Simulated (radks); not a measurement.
Task: Species: Sn4+. Configuration: [Ar] 3d10 4s1.5 4p6 4d10 5d0.5 (fractional occupations, a model configuration). Calculated with a radial shooting solver on a logarithmic mesh with Libxc functionals: scalar-relativistic Kohn-Sham, exchange-only LDA, spin-polarised, spherical densities, point nucleus; open shells are filled with parallel spins first (spin-orbit coupling, left out, can overturn this in heavy ions). Some entries of the table are withheld. Estimate them.

orbital  occ.  eigenvalue (eV)  <1/r> (bohr^-1)  r(max) (bohr)
1s up       1        -29028.69            53.03        0.01879
1s down     1        -29028.48            53.03        0.01879
2s up       1        -4423.837            12.10         0.1062
2s down     1        -4423.670            12.10         0.1062
2p up       3        -3978.630            11.64        0.08496
2p down     3        -3978.468            11.64        0.08496
3s up       1        -891.9857            4.295         0.3079
3s down     1        -891.7516            4.295         0.3079
3p up       3        -746.4773            4.091         0.3012
3p down     3        -746.2357            4.092         0.3012
3d up       5        -521.7449            3.863         0.2508
3d down     5        -521.5047            3.864         0.2508
4s up       1        -180.7219            1.709         0.7435
4s down   0.5        -179.9999            1.707         0.7436
4p up       3        -136.3117            1.555         0.7851
4p down     3        -135.6424            1.553         0.7855
4d up       5         -71.5206            1.261         0.8764
4d down     5         -70.9556            1.259         0.8778
5s up       0         -48.3971           0.6483          1.825
5s down     0         -47.5312           0.6594          1.811
5p up       0         -38.1500           0.5597          2.084
5p down     0         -36.9374           0.5741          2.052
5d up     0.5         -24.7091           0.4212          2.803
5d down     0         -22.8825           0.4305          2.734
4f up       0         -19.4416           0.4591          2.444
4f down     0         -18.0232           0.4878          2.194
6d up       0              (1)           0.2426          5.693
6d down     0              (2)           0.2272          5.915

Result: 
(1) 6d up eigenvalue (eV): -13.3669
(2) 6d down eigenvalue (eV): -12.4983
